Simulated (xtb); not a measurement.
triflic acid (CHF3O3S), singlet, geometry from GFN2-xTB, atoms displaced at random by about 0.1 Å a coordinate; xtb 6.7.1 with GFN1-xTB.

xtb was given this input:
```
$ xtb mol.xyz --gfn 1 --opt --input xcontrol --json

# file mol.xyz
9

O      1.42168290    -0.63562859    -1.18365266
S      0.81416159     0.27268255     0.09988136
O      1.16685780    -0.17049226     1.37020637
O      0.69397109     1.60487734    -0.23530354
C     -1.00290173    -0.19516620    -0.14835082
F     -1.75072725     0.27396955     0.87655298
F     -1.49968067     0.19461402    -1.17453706
F     -0.94090617    -1.49645093    -0.03192910
H      1.73494158    -1.37203120    -0.80196471

# file xcontrol
$opt
  engine=inertial
$end
```

What the program printed (banner, timings and long lists left out):

```
   ID    Z sym.   atoms
    1    8 O      1, 3, 4
    2   16 S      2
    3    6 C      5
    4    9 F      6-8
    5    1 H      9

           -------------------------------------------------
          |                Calculation Setup                |
           -------------------------------------------------

           -------------------------------------------------
          |                 G F N 1 - x T B                 |
           -------------------------------------------------

          ...................................................
          :                      SETUP                      :
          :.................................................:
          :  # basis functions                  40          :
          :  # atomic orbitals                  39          :
          :  # shells                           19          :
          :  # electrons                        50          :
          :  # halogen bonds                     0          :
          :  max. iterations                   250          :
          :  Hamiltonian                  GFN1-xTB          :
          :  restarted?                      false          :
          :  GBSA solvation                  false          :
          :  PC potential                    false          :
          :  electronic temp.          300.0000000     K    :
          :  accuracy                    1.0000000          :
          :  -> integral cutoff          0.2500000E+02      :
          :  -> integral neglect         0.1000000E-07      :
          :  -> SCF convergence          0.1000000E-05 Eh   :
          :  -> wf. convergence          0.2000000E-04 e    :
          :  Broyden damping             0.4000000          :
          :  net charge                          0          :
          :  unpaired electrons                  0          :
          ...................................................

 iter      E             dE          RMSdq      gap      omega  full diag
   1    -35.4814403 -0.354814E+02  0.783E+00    4.64       0.0  T
   2    -35.2630530  0.218387E+00  0.675E+00    6.21       1.0  T
   3    -35.8458983 -0.582845E+00  0.322E+00    5.26       1.0  T
   4    -35.8733579 -0.274596E-01  0.117E+00    5.57       1.0  T
   5    -35.8974947 -0.241368E-01  0.117E-01    5.48       1.0  T
   6    -35.8976585 -0.163795E-03  0.569E-02    5.47       1.0  T
   7    -35.8976762 -0.176582E-04  0.314E-02    5.48       1.1  T
   8    -35.8976948 -0.186112E-04  0.290E-03    5.48      11.5  T
   9    -35.8976948 -0.348043E-07  0.109E-03    5.48      30.6  T
  10    -35.8976948 -0.108727E-08  0.733E-04    5.48      45.5  T
  11    -35.8976948 -0.127269E-07  0.561E-05    5.48     594.4  T
  12    -35.8976948 -0.735199E-10  0.631E-06    5.48    5281.5  T

   *** convergence criteria satisfied after 12 iterations ***

         :::::::::::::::::::::::::::::::::::::::::::::::::::::
         ::                     SUMMARY                     ::
         :::::::::::::::::::::::::::::::::::::::::::::::::::::
         :: total energy             -35.725113611409 Eh    ::
         :: gradient norm              0.258981524649 Eh/a0 ::
         :: HOMO-LUMO gap              5.477015800700 eV    ::
         ::.................................................::
         :: SCC energy               -35.897694828484 Eh    ::
         :: -> electrostatic           0.129320878604 Eh    ::
         :: repulsion energy           0.175778145506 Eh    ::
         :: dispersion energy         -0.003196928430 Eh    ::
         :: halogen bond corr.         0.000000000000 Eh    ::
         :: add. restraining           0.000000000000 Eh    ::
         :: total charge               0.000000000000 e     ::
         :::::::::::::::::::::::::::::::::::::::::::::::::::::

      -----------------------------------------------------------
     |              Fast Inertial Relaxation Engine              |
      -----------------------------------------------------------

          ...................................................
          :                      SETUP                      :
          :.................................................:
          :   energy convergence        0.5000000E-05 Eh    :
          :   grad. convergence         0.1000000E-02 Eh/a0 :
          :   optimization log               true           :
          :   writing optlog all                1     steps :
          :   Hessian reset                    20     steps :
          :   time step scaling                 5     steps :
          :   maximium step len.        1.0000000     a0    :
          :   initial time step         0.2500000     fs    :
          :   maximum time step         1.2500000     fs    :
          :   power reset thr           0.0000000     au    :
          :   alpha parameter           0.1000000           :
          :   BFGS update                   false           :
          :   preconditioning               false           :
          ...................................................

........................................................................
.............................. CYCLE    1 ..............................
........................................................................

 iter      E             dE          RMSdq      gap      omega  full diag
   1    -35.8949467 -0.358949E+02  0.775E-02    5.56       0.0  T
   2    -35.8950178 -0.710885E-04  0.264E-02    5.56       1.3  T
   3    -35.8950168  0.981638E-06  0.206E-02    5.56       1.6  T
   4    -35.8950225 -0.567446E-05  0.131E-02    5.56       2.5  T
   5    -35.8950248 -0.231405E-05  0.312E-03    5.56      10.7  T
   6    -35.8950248 -0.324438E-07  0.583E-04    5.56      57.1  T
   7    -35.8950249 -0.438303E-08  0.723E-05    5.56     461.1  T
   8    -35.8950249 -0.324647E-10  0.130E-05    5.56    2572.2  T
 * total energy  :   -35.7323392 Eh     change    :  -0.7225579E-02 Eh
[...]
 * total energy  :   -35.7662517 Eh     change    :  -0.1260847E-05 Eh
 * total energy  :   -35.7662530 Eh     change    :  -0.1314107E-05 Eh
 * total energy  :   -35.7662544 Eh     change    :  -0.1391056E-05 Eh
 * total energy  :   -35.7662559 Eh     change    :  -0.1456339E-05 Eh
 * total energy  :   -35.7662573 Eh     change    :  -0.1472258E-05 Eh
 * total energy  :   -35.7662589 Eh     change    :  -0.1526959E-05 Eh
 * total energy  :   -35.7662597 Eh     change    :  -0.8255578E-06 Eh
 * total energy  :   -35.7662606 Eh     change    :  -0.9450030E-06 Eh
 * total energy  :   -35.7662617 Eh     change    :  -0.1071982E-05 Eh
 * total energy  :   -35.7662629 Eh     change    :  -0.1169076E-05 Eh
 * total energy  :   -35.7662641 Eh     change    :  -0.1217986E-05 Eh
 * total energy  :   -35.7662654 Eh     change    :  -0.1339902E-05 Eh
 * total energy  :   -35.7662669 Eh     change    :  -0.1422232E-05 Eh
   *** GEOMETRY OPTIMIZATION CONVERGED AFTER 74 CYCLES ***
[...]
          :  net charge                          0          :
          :  unpaired electrons                  0          :
          ...................................................

 iter      E             dE          RMSdq      gap      omega  full diag
   1    -35.8904370 -0.358904E+02  0.461E-06    7.38       0.0  T
   2    -35.8904370  0.426326E-13  0.317E-06    7.38   10511.8  T
   3    -35.8904370 -0.639488E-13  0.229E-06    7.38   14555.1  T

   *** convergence criteria satisfied after 3 iterations ***

         :::::::::::::::::::::::::::::::::::::::::::::::::::::
         ::                     SUMMARY                     ::
         :::::::::::::::::::::::::::::::::::::::::::::::::::::
         :: total energy             -35.766266862485 Eh    ::
         :: gradient norm              0.000934200866 Eh/a0 ::
         :: HOMO-LUMO gap              7.380009796316 eV    ::
         ::.................................................::
         :: SCC energy               -35.890436980294 Eh    ::
         :: -> electrostatic           0.136443488650 Eh    ::
         :: repulsion energy           0.127351094378 Eh    ::
         :: dispersion energy         -0.003180976569 Eh    ::
         :: halogen bond corr.         0.000000000000 Eh    ::
         :: add. restraining           0.000000000000 Eh    ::
         :: total charge               0.000000000000 e     ::
         :::::::::::::::::::::::::::::::::::::::::::::::::::::

           -------------------------------------------------
          |                Property Printout                |
           -------------------------------------------------

    * Orbital Energies and Occupations

         #    Occupation            Energy/Eh            Energy/eV
      -------------------------------------------------------------
         1        2.0000           -1.0868331             -29.5742
       ...           ...                  ...                  ...
        13        2.0000           -0.6806251             -18.5208
        14        2.0000           -0.6580046             -17.9052
        15        2.0000           -0.6412872             -17.4503
        16        2.0000           -0.6358062             -17.3012
        17        2.0000           -0.6346222             -17.2689
        18        2.0000           -0.6196022             -16.8602
        19        2.0000           -0.6183674             -16.8266
        20        2.0000           -0.6166630             -16.7803
        21        2.0000           -0.6145338             -16.7223
        22        2.0000           -0.5968532             -16.2412
        23        2.0000           -0.5926090             -16.1257
        24        2.0000           -0.5800549             -15.7841
        25        2.0000           -0.5371200             -14.6158 (HOMO)
        26                         -0.2659097              -7.2358 (LUMO)
        27                         -0.2434665              -6.6251
        28                         -0.2058932              -5.6026
        29                         -0.1962432              -5.3400
        30                         -0.1541273              -4.1940
        31                         -0.0627733              -1.7081
        32                         -0.0582379              -1.5847
        33                         -0.0368126              -1.0017
        34                          0.0425001               1.1565
        35                          0.0547658               1.4903
        36                          0.2490974               6.7783
       ...                                ...                  ...
        39                          1.2000314              32.6545
      -------------------------------------------------------------
                  HL-Gap            0.2712104 Eh            7.3800 eV
             Fermi-level           -0.4015148 Eh          -10.9258 eV

  Mulliken/CM5 charges         n(s)   n(p)   n(d)
     1O    -0.41781 -0.61329   1.687  4.731  0.000
     2S     0.55983  0.66231   1.668  2.688  1.084
     3O    -0.34129 -0.39109   1.708  4.633  0.000
     4O    -0.30429 -0.35178   1.701  4.603  0.000
     5C     0.69480  0.76754   0.994  2.311  0.000
     6F    -0.19447 -0.21476   1.800  5.394  0.000
     7F    -0.19451 -0.21473   1.800  5.394  0.000
     8F    -0.21035 -0.23058   1.805  5.405  0.000
     9H     0.40807  0.58638   0.592  0.000  0.000

Wiberg/Mayer (AO) data.
largest (>0.10) Wiberg bond orders for each atom

 ---------------------------------------------------------------------------
     #   Z sym  total        # sym  WBO       # sym  WBO       # sym  WBO
 ---------------------------------------------------------------------------
     1   8 O    2.156 --     2 S    1.094     9 H    0.815
     2  16 S    5.389 --     4 O    1.802     3 O    1.757     1 O    1.094
                             5 C    0.650
     3   8 O    2.123 --     2 S    1.757     4 O    0.144
     4   8 O    2.157 --     2 S    1.802     3 O    0.144
     5   6 C    3.790 --     7 F    0.975     6 F    0.975     8 F    0.959
                             2 S    0.650
     6   9 F    1.121 --     5 C    0.975
     7   9 F    1.121 --     5 C    0.975
     8   9 F    1.103 --     5 C    0.959
     9   1 H    0.843 --     1 O    0.815
 ---------------------------------------------------------------------------

Topologies differ in total number of bonds
Writing topology from bond orders to xtbtopo.mol

 dipole moment from electron density (au)
     X       Y       Z
  -0.0237  -1.3661  -0.3581  total (Debye):    3.590

optimized geometry written to: xtbopt.xyz

           -------------------------------------------------
          | TOTAL ENERGY              -35.766266862485 Eh   |
          | GRADIENT NORM               0.000934200866 Eh/α |
          | HOMO-LUMO GAP               7.380009796316 eV   |
           -------------------------------------------------

normal termination of xtb
```
